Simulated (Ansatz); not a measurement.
Born–Oppenheimer molecular dynamics of CH₆Ge (8 atoms, charge 0, multiplicity 1). It starts at the highest image of a converged band, a first-order saddle point between two minima.

Method: RKS BLYP/def2-SVP in Ansatz 0.2.0.

| Quantity | Value |
| --- | --- |
| ensemble | NVE (velocity Verlet) |
| time step | 0.5 fs |
| steps asked | 200 |
| starting velocities drawn for | 100 K |
| seed | 4117 |

Frames 1 fs apart, positions in Å, forces in eV/Å.

Velocities at 35.0 fs (Å/ps):

```
Ge -2.48 0.03 -4.13
C 9.40 -1.17 19.29
H 4.94 -0.94 4.80
H -26.80 8.48 39.83
H -14.68 -0.11 19.13
H 87.87 -2.94 13.78
H 8.84 11.17 -0.29
H 6.74 -4.19 -9.50
```

```xyz
8
Properties=species:S:1:pos:R:3:forces:R:3 time_fs=35.0 energy_less_start_eV=-0.888 T=1243
Ge 0.244 0.022 -0.574 -0.21 -0.07 0.00
C 1.232 -0.009 1.987 0.22 -1.23 1.85
H 0.219 -0.369 1.849 -0.51 -0.42 -0.35
H 1.739 -0.662 2.745 -0.51 0.46 0.29
H 1.210 1.024 2.215 0.02 1.53 0.86
H 1.951 -0.121 1.230 1.03 -0.31 -2.30
H -0.681 1.071 0.211 0.00 0.44 -0.13
H -0.786 -1.034 0.067 -0.03 -0.40 -0.21
8
Properties=species:S:1:pos:R:3:forces:R:3 time_fs=36.0 energy_less_start_eV=-0.990 T=1373
Ge 0.241 0.022 -0.578 -0.14 -0.01 0.01
C 1.242 -0.011 2.007 1.37 -1.01 0.22
H 0.222 -0.372 1.852 -0.22 -0.37 -0.47
H 1.710 -0.651 2.787 -0.34 0.32 0.39
H 1.196 1.031 2.238 0.07 1.16 0.71
H 2.042 -0.125 1.235 -0.68 -0.05 -0.54
H -0.673 1.085 0.210 0.01 0.38 -0.14
H -0.780 -1.040 0.057 -0.08 -0.40 -0.17
8
Properties=species:S:1:pos:R:3:forces:R:3 time_fs=37.0 energy_less_start_eV=-0.965 T=1342
Ge 0.239 0.022 -0.582 -0.10 0.06 0.03
C 1.252 -0.013 2.027 1.86 -0.33 -0.73
H 0.222 -0.379 1.851 0.19 -0.25 -0.51
H 1.678 -0.638 2.832 -0.15 0.15 0.45
H 1.182 1.049 2.268 0.16 0.34 0.41
H 2.126 -0.129 1.235 -1.88 0.11 0.64
H -0.664 1.101 0.207 0.02 0.28 -0.16
H -0.774 -1.050 0.045 -0.11 -0.38 -0.13
8
Properties=species:S:1:pos:R:3:forces:R:3 time_fs=38.0 energy_less_start_eV=-0.872 T=1225
Ge 0.236 0.022 -0.586 -0.08 0.11 0.06
C 1.264 -0.016 2.046 1.82 0.41 -1.09
H 0.225 -0.387 1.844 0.60 -0.10 -0.49
H 1.644 -0.623 2.881 0.00 0.02 0.42
H 1.170 1.070 2.302 0.26 -0.50 0.09
H 2.193 -0.133 1.240 -2.51 0.19 1.30
H -0.654 1.121 0.204 0.04 0.17 -0.18
H -0.769 -1.063 0.031 -0.12 -0.32 -0.11
8
Properties=species:S:1:pos:R:3:forces:R:3 time_fs=39.0 energy_less_start_eV=-0.805 T=1139
Ge 0.234 0.022 -0.591 -0.09 0.15 0.10
C 1.278 -0.018 2.065 1.57 0.88 -1.06
H 0.233 -0.397 1.833 0.91 0.04 -0.41
H 1.610 -0.607 2.934 0.08 -0.02 0.25
H 1.160 1.086 2.336 0.34 -1.09 -0.19
H 2.236 -0.135 1.257 -2.74 0.22 1.61
H -0.645 1.142 0.198 0.05 0.06 -0.21
H -0.766 -1.080 0.017 -0.12 -0.23 -0.09
8
Properties=species:S:1:pos:R:3:forces:R:3 time_fs=40.0 energy_less_start_eV=-0.827 T=1167
Ge 0.231 0.022 -0.595 -0.11 0.17 0.14
C 1.293 -0.020 2.083 1.25 1.02 -0.73
H 0.250 -0.406 1.818 1.05 0.13 -0.31
H 1.577 -0.592 2.990 0.11 0.01 -0.05
H 1.153 1.093 2.369 0.39 -1.36 -0.40
H 2.253 -0.135 1.290 -2.64 0.20 1.67
H -0.635 1.164 0.191 0.05 -0.06 -0.23
H -0.763 -1.099 0.002 -0.11 -0.12 -0.09
8
Properties=species:S:1:pos:R:3:forces:R:3 time_fs=41.0 energy_less_start_eV=-0.943 T=1315
Ge 0.228 0.022 -0.599 -0.12 0.16 0.18
C 1.309 -0.021 2.100 0.79 0.90 -0.14
H 0.277 -0.414 1.800 1.03 0.17 -0.21
H 1.545 -0.577 3.045 0.12 0.07 -0.43
H 1.151 1.086 2.398 0.39 -1.29 -0.52
H 2.245 -0.132 1.339 -2.16 0.15 1.45
H -0.624 1.185 0.181 0.04 -0.16 -0.24
H -0.762 -1.119 -0.014 -0.09 -0.01 -0.08
8
Properties=species:S:1:pos:R:3:forces:R:3 time_fs=42.0 energy_less_start_eV=-1.083 T=1493
Ge 0.226 0.023 -0.603 -0.12 0.13 0.20
C 1.325 -0.021 2.117 -0.06 0.62 0.79
H 0.314 -0.421 1.780 0.83 0.15 -0.12
H 1.514 -0.561 3.095 0.15 0.10 -0.78
H 1.151 1.067 2.422 0.34 -0.91 -0.54
H 2.217 -0.129 1.401 -1.09 0.04 0.79
H -0.614 1.205 0.169 0.01 -0.24 -0.23
H -0.761 -1.139 -0.031 -0.06 0.11 -0.08
8
Properties=species:S:1:pos:R:3:forces:R:3 time_fs=43.0 energy_less_start_eV=-1.108 T=1523
Ge 0.223 0.023 -0.607 -0.10 0.08 0.19
C 1.342 -0.021 2.135 -1.58 0.26 2.16
H 0.358 -0.426 1.759 0.49 0.07 -0.07
H 1.484 -0.544 3.139 0.21 0.06 -1.02
H 1.156 1.040 2.441 0.22 -0.23 -0.47
H 2.179 -0.125 1.470 0.83 -0.18 -0.50
H -0.603 1.222 0.155 -0.02 -0.29 -0.21
H -0.761 -1.157 -0.049 -0.04 0.22 -0.08
8
Properties=species:S:1:pos:R:3:forces:R:3 time_fs=44.0 energy_less_start_eV=-0.943 T=1314
Ge 0.221 0.023 -0.611 -0.06 0.03 0.15
C 1.357 -0.020 2.155 -3.47 -0.12 3.65
H 0.407 -0.431 1.737 0.07 -0.04 -0.05
H 1.457 -0.527 3.173 0.29 -0.06 -1.08
H 1.162 1.010 2.455 0.04 0.66 -0.33
H 2.149 -0.122 1.534 3.23 -0.46 -2.11
H -0.592 1.237 0.139 -0.07 -0.33 -0.17
H -0.762 -1.174 -0.067 -0.03 0.32 -0.06
8
Properties=species:S:1:pos:R:3:forces:R:3 time_fs=45.0 energy_less_start_eV=-0.801 T=1137
Ge 0.218 0.023 -0.615 0.01 -0.03 0.09
C 1.369 -0.020 2.177 -4.14 -0.55 3.96
H 0.457 -0.436 1.715 -0.35 -0.16 -0.06
H 1.432 -0.510 3.196 0.36 -0.27 -0.91
H 1.168 0.987 2.467 -0.15 1.53 -0.17
H 2.149 -0.125 1.579 4.41 -0.58 -2.73
H -0.582 1.248 0.121 -0.13 -0.33 -0.12
H -0.762 -1.188 -0.086 -0.02 0.39 -0.04
8
Properties=species:S:1:pos:R:3:forces:R:3 time_fs=46.0 energy_less_start_eV=-0.898 T=1256
Ge 0.215 0.023 -0.619 0.10 -0.09 0.00
C 1.378 -0.020 2.202 -2.59 -0.90 2.34
H 0.504 -0.442 1.692 -0.62 -0.23 -0.06
H 1.411 -0.496 3.211 0.41 -0.54 -0.51
H 1.173 0.978 2.476 -0.26 2.00 -0.12
H 2.190 -0.132 1.599 3.18 -0.37 -1.58
H -0.573 1.257 0.102 -0.19 -0.31 -0.06
H -0.763 -1.198 -0.105 -0.03 0.43 -0.01
```

Of the whole run (100 fs, mean temperature of the second half 1302 K): The conserved energy stayed within 0.57 meV per atom of its start (net change -0.051 meV per atom), so the integration is sound. The system heated up, since it started high on the potential surface and ran downhill. A run of 0.1 ps of so small a system gives no equilibrium averages. The orbitals stay closed-shell, which can raise the energy where a bond breaks towards radicals; this wasn't checked here.

The run took 2.5 min on 2 threads of Arm Neoverse V2 (shared host), peak memory 0.15 GiB.
